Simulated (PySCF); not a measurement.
C2H6OSi.
SMILES: `[SiH2](C=C)O`

The closed-shell SCF was solved with PySCF and density fitting under several settings on one GFN2-xTB geometry (grid level 2 and gas phase unless stated).

| settings | basis functions | SCF cycles | E (Eh) | HOMO (eV) | LUMO (eV) | dipole (D) |
| --- | --- | --- | --- | --- | --- | --- |
| PBE0/pcSseg-1 | 105 | 13 | -444.2169 | -8.01 | -0.35 | 1.67 |
| CAM-B3LYP/def2-SVPD | 135 | 12 | -444.2868 | -9.36 | 0.66 | 1.61 |
| PBE0/def2-SVPD | 135 | 13 | -444.0499 | -8.03 | -0.46 | 1.60 |
| PBE0/def2-SVPD, fitting basis def2-qzvpp-jkfit | 135 | 10 | -444.0499 | -8.03 | -0.46 | 1.60 |
| BP86/pcSseg-1, damping 0.3 at the start, DIIS from the seventh cycle | 105 | 19 | -444.5502 | -6.92 | -1.45 | 1.60 |
| PBE0/ANO-RCC-VDZP | 90 | 13 | -444.1723 | -7.93 | -0.24 | 1.66 |
| B97-D/MINI, IEF-PCM methanol, energy threshold 1e-11 Eh | 30 | 10 | -441.6039 | -7.30 | -2.52 | 2.16 |

Question: Estimate the row for these settings: LDA/def2-SVPD, level shift 0.2 Eh, energy threshold 1e-08 Eh.

Answer: 
```csv
settings,basis functions,SCF cycles,E (Eh),HOMO (eV),LUMO (eV),dipole (D)
"LDA/def2-SVPD, level shift 0.2 Eh, energy threshold 1e-08 Eh",135,10,-441.8986,-6.99,-1.67,1.55
```

Question: Over all rows, what range does the HOMO–LUMO gap span?

Answer: From 4.78 eV (B97-D/MINI, IEF-PCM methanol, energy threshold 1e-11 Eh) to 10.02 eV (CAM-B3LYP/def2-SVPD). The functional of the narrowest has no exact exchange, that of the widest range-separated exact exchange.

Question: Compare two rows with the functional PBE0: PBE0/ANO-RCC-VDZP and PBE0/pcSseg-1. Which energy is lower, and by how much?

Answer: PBE0/pcSseg-1 (105 functions) lies 0.0446 Eh or 28 kcal/mol below PBE0/ANO-RCC-VDZP (90 functions).

B97-D ran without the empirical dispersion term, which would shift the total energy alone. Cycle counts include a coarse-grid stage where the run had one. ANO-RCC sets were contracted for a scalar-relativistic Hamiltonian, but ran non-relativistically here. One conformer (not necessarily the lowest) at the GFN2-xTB geometry, without vibrations or thermal averaging.

Conformer computed: `[CH2:1]=[CH:2][SiH2:3][OH:4]`: C1–C2–Si3–O4 5°, H–O4–Si3–C2 53°.
